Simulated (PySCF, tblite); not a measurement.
Isomers of C6H5N2P, one GFN2-xTB conformer each. Single-point energies are computed at PBE0/pcSseg-1 (PySCF, gas phase, no added dispersion term), electronic only.

| SMILES | GFN2-xTB relative energy (kJ/mol) |
| --- | --- |
| Cc1cpcc(C#N)n1 | 0.0 |
| Cc1pccnc1C#N | 8.8 |
| Cc1cpcnc1C#N | 3.5 |

Problem. What does PBE0/pcSseg-1 give for the same structures?

Solution. 
```tsv
SMILES	PBE0/pcSseg-1 E (Eh)	PBE0/pcSseg-1 (kJ/mol)	GFN2-xTB (kJ/mol)	point group
Cc1cpcc(C#N)n1	-681.88452	0.0	0.0	Cs
Cc1pccnc1C#N	-681.88178	7.2	8.8	Cs
Cc1cpcnc1C#N	-681.87999	11.9	3.5	Cs
```

Both levels put the same isomer lowest; measured from each level's own lowest isomer, the values differ by up to 8.4 kJ/mol (Cc1cpcnc1C#N: 3.5 against 11.9). Neighbours under 10 kJ/mol apart (Cc1cpcc(C#N)n1 and Cc1pccnc1C#N; Cc1pccnc1C#N and Cc1cpcnc1C#N) can change places with a better method, another conformer or zero-point energy.

Problem. Which frontier levels, dipoles and rotational constants go with these structures?

Solution. 
```tsv
SMILES	HOMO (eV, PBE0/pcSseg-1)	LUMO (eV)	dipole (D)	A, B, C (MHz)
Cc1cpcc(C#N)n1	-8.16	-2.71	4.91	2096, 1212, 771.7
Cc1pccnc1C#N	-8.13	-2.71	4.42	2488, 1279, 849.0
Cc1cpcnc1C#N	-7.72	-2.86	4.25	2840, 1118, 806.3
```

Problem. What happens when harmonic zero-point energies from GFN2-xTB frequencies are added?

Solution. 
```tsv
SMILES	ZPE (kJ/mol)	electronic (kJ/mol)	with ZPE (kJ/mol)
Cc1cpcc(C#N)n1	250.1	0.0	0.0
Cc1pccnc1C#N	250.5	7.2	7.6
Cc1cpcnc1C#N	250.6	11.9	12.4
```

The zero-point energies span 0.5 kJ/mol. The order is unchanged.
